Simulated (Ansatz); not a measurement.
Wavefunction ladder for `CC(C)[O][AlH][F]`

```xyz
14

C    -0.724   -0.898    0.772
C    -0.228   -0.215   -0.488
C    -1.280    0.689   -1.098
O     0.926    0.552   -0.227
Al    2.357    0.479    0.630
F     2.772   -0.879    1.472
H     0.049   -1.544    1.196
H    -1.603   -1.511    0.562
H    -1.002   -0.150    1.521
H     0.036   -0.988   -1.223
H    -2.171    0.119   -1.370
H    -0.891    1.176   -1.994
H    -1.569    1.466   -0.385
H     3.329    1.703    0.632
```

Charge 0, multiplicity 1. The geometry is a stationary point of PBE0-D4/def2-TZVP. It is one conformer, not always the lowest. Frozen core, restricted reference, the Gaussian-basis code of Ansatz. CBS rows extrapolate triple and quadruple zeta; past MP2 they add the triple-zeta difference.

```csv
basis,HF (Eh),MP2 corr.,CCSD corr.,(T),CCSD(T) total
def2-SVP,?,-0.86256,?,-0.02191,?
def2-TZVPP,-534.74728,-1.08992,-1.13173,-0.03973,-535.91874
def2-QZVPP,-534.76909,?,–,–,–
CBS(def2),?,-1.23430,-1.27611,as TZ,?
```

Fill in the withheld values. (Estimate.)

Ansatz gave: def2-SVP HF (Eh): -534.30975; def2-SVP CCSD corr.: -0.91681; def2-SVP CCSD(T) total: -535.24847; def2-QZVPP MP2 corr.: -1.17286; CBS(def2) HF (Eh): -534.77209; CBS(def2) CCSD(T) total: -536.08793.
